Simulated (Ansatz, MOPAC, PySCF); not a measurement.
Complex: CH4O (SMILES CO) (first 6 atoms) with H4OSi (SMILES O[SiH3]); geometry from B3LYP-D3(BJ)/def2-TZVP, rigid monomers moved along the line of their centres of mass till O2···H9 is 3.20 Å.
(charge 0, multiplicity 1):
```xyz
12

C     -0.0629     0.0915     0.1839
O     -0.9976     0.3478     1.2362
H     -0.1007    -0.9507    -0.1428
H      0.9253     0.2959     0.5903
H     -0.2389     0.7514    -0.6690
H     -1.8898     0.1680     0.9225
O      0.4300    -1.3130     4.7745
Si     1.5245    -0.5188     5.7035
H      0.0090    -0.8221     4.0448
H      2.6146     0.0781     4.8849
H      2.1069    -1.5129     6.6306
H      0.9115     0.5804     6.4935
```

Counterpoise-corrected where a basis set is named; no monomer relaxation. Rows marked so take none.

Cores are frozen in the correlated methods. Rows in 3-21G, 6-311+G**, 6-31G*, STO-3G carry no dispersion term and start afresh at each structure (6-31G* with six Cartesian d functions). MP2/6-31G* freezes PySCF's default core. The state that PM3, PM6 reach isn't checked.

Programs: Ansatz (a program for electronic structure); MOPAC for PM3, PM6 (differences of heats of formation); PySCF for 3-21G rows, 6-311+G** rows, 6-31G* rows, STO-3G rows, the dispersion terms. Each number belongs to the level named beside it.

Other levels give for the interaction energy: PBE/def2-TZVPPD -8.3; B3LYP/def2-TZVPPD -7.5; B3LYP-D3(BJ)/def2-TZVPPD -9.1; wB97M-V/def2-TZVPPD -9.1; CCSD(T)/aug-cc-pV(D+d)Z -9.0 kJ/mol.

Common cheap choices:

```json
[
 {"level": "PM3", "interaction energy (kJ/mol)": "-2.1"},
 {"level": "PM6", "interaction energy (kJ/mol)": "-6.6"},
 {"level": "HF/STO-3G (no counterpoise)", "interaction energy (kJ/mol)": "-4.2"},
 {"level": "HF/6-31G* (no counterpoise)", "interaction energy (kJ/mol)": "-10.8"},
 {"level": "B3LYP/3-21G (no counterpoise)", "interaction energy (kJ/mol)": "-11.2"},
 {"level": "B3LYP/6-31G* (no counterpoise)", "interaction energy (kJ/mol)": "-10.7"},
 {"level": "B3LYP/6-311+G** (no counterpoise)", "interaction energy (kJ/mol)": "-9.2"},
 {"level": "MP2/6-31G*", "interaction energy (kJ/mol)": "-9.8"}
]
```
